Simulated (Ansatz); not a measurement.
Geometry optimisation, RKS PBE0/cc-pVDZ in Ansatz 0.2.0.

The input (input.yaml):

```yaml
crystal:
  periodic: [false, false, false]
  atoms:
    - { symbol: C, position_ang: [-0.2884, 1.2696, -0.6676] }
    - { symbol: C, position_ang: [0.2575, 0.1761, -0.3365] }
    - { symbol: O, position_ang: [1.4119, -0.1923, -0.9801] }
    - { symbol: Al, position_ang: [-0.4469, -0.9699, 1.0614] }
    - { symbol: H, position_ang: [0.0949, 1.9398, -1.4633] }
    - { symbol: H, position_ang: [-1.2583, 1.6431, -0.2055] }
    - { symbol: H, position_ang: [1.9466, -1.0522, -0.7182] }
    - { symbol: H, position_ang: [0.246, -2.3257, 1.4627] }
    - { symbol: H, position_ang: [-1.8748, -0.5348, 1.83] }
basis:
  gaussian: { orbitals: cc-pVDZ }
hamiltonian:
  xc: pbe0
relax:
  f_tol: 0.015
  max_steps: 40
```

Launched with:

```bash
$ ansatz run input.yaml --threads 1 --pin off --max-ram 2048MiB --backend cpu --events-out ev --progress --plain --runs-dir out
```

Q: Where does it end, and by what steps?

A: The forces met the threshold. After 7 steps the energy has fallen by 0.629 eV; H7 moved furthest, 0.14 Å.

| step | energy less start (eV) | largest force component (eV/Å) | accepted |
| --- | --- | --- | --- |
| 0 | 0.0000 | 5.812 | yes |
| 1 | -0.5553 | 1.440 | yes |
| 2 | -0.6065 | 0.415 | yes |
| 3 | -0.6218 | 0.291 | yes |
| 4 | -0.6271 | 0.131 | yes |
| 5 | -0.6287 | 0.036 | yes |
| 6 | -0.6288 | 0.043 | yes |
| 7 | -0.6288 | 0.006 | yes |

```xyz
9
Properties=species:S:1:pos:R:3
C -0.313 1.274 -0.669
C 0.330 0.132 -0.347
O 1.483 -0.174 -1.019
Al -0.480 -0.968 1.066
H 0.062 1.951 -1.445
H -1.235 1.547 -0.152
H 1.823 -1.010 -0.681
H 0.246 -2.333 1.481
H -1.827 -0.465 1.748
```

Run time: 28 s on 1 thread of Arm Neoverse V2 (shared host), peak memory 0.16 GiB.
